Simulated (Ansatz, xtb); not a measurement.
## CH2GeN: 3 structures ranked

3 gas-phase structures of CH2GeN, found in a search over its isomers (lower ones may exist). Each was relaxed with GFN2-xTB:

A. `[CH]1=[Ge][NH]1`, a doublet
B. `[CH2][N+]#[Ge-]`, a doublet
C. `[CH]=[N+]=[GeH-]`, a doublet

Question: Which do you expect lowest at r2SCAN-D4/def2-SVP, and how would the others follow?

Answer: Calculated order at r2SCAN-D4/def2-SVP: B (0.0), C (26.3), A (26.9) kcal/mol. Less than 1 kcal/mol parts C and A, so the order within that pair means little.

Energies above the lowest of each column, in kcal/mol; the last columns are at B3LYP/6-31G* geometries:

```csv
structure,GFN2-xTB,HF/STO-3G,r2SCAN-D4/def2-SVP,B3LYP/6-31G*,CCSD(T)/def2-SVP
B,0.0,0.0,0.0,0.0,0.0
C,26.9,45.2,26.3,23.6,20.5
A,31.4,41.3,26.9,23.6,22.3
```

Every level run on B puts it lowest or level with the lowest. Open shells are spin-unrestricted, some with notable spin contamination.

Programs: Ansatz 0.2.0, xtb 6.7.1 (Pople sets with spherical d functions).
